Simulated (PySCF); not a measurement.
`C=CSCBN`. Level of theory: PySCF, PBE0-D3(BJ)/def2-SVP geometry optimisation, gas phase.

```
atom  x, y, z in Å
C1     3.0331    1.0921    0.1055
C2     2.0065    0.2396    0.1856
S3     0.3227    0.7109    0.2637
C4    -0.5175   -0.8885    0.3086
B5    -2.0893   -0.7676    0.1788
N6    -2.7315    0.4358   -0.0752
H7     2.8909    2.1759    0.0770
H8     4.0572    0.7145    0.0676
H9     2.1796   -0.8424    0.2139
H10   -0.1627   -1.5251   -0.5214
H11   -0.2747   -1.4221    1.2437
H12   -2.7606   -1.7706    0.2930
H13   -2.2332    1.3099   -0.2016
H14   -3.7350    0.5161   -0.1686
```

Task: Which two atoms are farthest apart?

Result: H8···H14, 7.80 Å; the next longest distance is 7.26 Å.

Task: Work out the bond lengths C1–H7, C1–H8, C2–H9, S3–C4, C4–B5, C4–H10, B5–N6 in pm.

Result: For C1–H7 the difference vector is (-0.1422, 1.0838, -0.0285) Å, of length 1.0935 Å. C1–H7 109.3; C1–H8 109.2; C2–H9 109.6; S3–C4 180.7; C4–B5 158.2; C4–H10 110.5; B5–N6 138.7 pm.

Task: How far apart are these pairs, which share no bond: C1···H14, S3···H10, C4···N6, B5···H10, H9···H14, H10···H12, H12···H14?

Result: C1···H14 6.798 Å (6 bonds apart); S3···H10 2.419 Å (2 bonds apart); C4···N6 2.608 Å (2 bonds apart); B5···H10 2.185 Å (2 bonds apart); H9···H14 6.081 Å (6 bonds apart); H10···H12 2.734 Å (3 bonds apart); H12···H14 2.528 Å (3 bonds apart).

Task: How far are the heavy atoms from their best plane (unweighted least squares)?

Result: 0.081 Å rms; C1 0.06, C2 0.05, S3 0.17, C4 0.03, B5 0.02, N6 0.07 Å (magnitudes).

Task: Give the dihedral angles H11–C4–B5–N6, H12–B5–N6–H13, C1–C2–S3–C4, H7–C1–C2–S3, H10–C4–B5–N6.

Result: H11–C4–B5–N6 129° (anticlinal); H12–B5–N6–H13 -179° (antiperiplanar); C1–C2–S3–C4 179° (antiperiplanar); H7–C1–C2–S3 0° (synperiplanar); H10–C4–B5–N6 -116° (anticlinal). Dihedral signs follow IUPAC: positive where, seen along the central bond, the front bond turns clockwise onto the rear one.

No PBE0-D3(BJ)/def2-SVP frequencies stand behind this structure, so it isn't proved a minimum. The numbers are those of one conformer.
